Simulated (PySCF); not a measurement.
```xyz
6

O     -1.4697    -0.3197    -0.0126
Al    -0.0427     0.5796    -0.0107
O      1.5007    -0.1002     0.0196
H     -1.5789    -1.2683     0.0030
H     -0.1570     2.1312    -0.0386
H      1.7476    -1.0226     0.0391
```

Charge 0, multiplicity 1.

Q: Give the Mulliken and meta-Löwdin atomic charges from PBE-D3(BJ)/def2-TZVP // CAM-B3LYP-D3(BJ)/def2-TZVP (PySCF 2.14.0).

A: 
| atom | Mulliken (e) | meta-Löwdin (e) |
|---|---|---|
| O1 | -0.51 | -0.76 |
| Al2 | 0.49 | 0.96 |
| O3 | -0.51 | -0.76 |
| H4 | 0.30 | 0.34 |
| H5 | -0.07 | -0.14 |
| H6 | 0.30 | 0.34 |
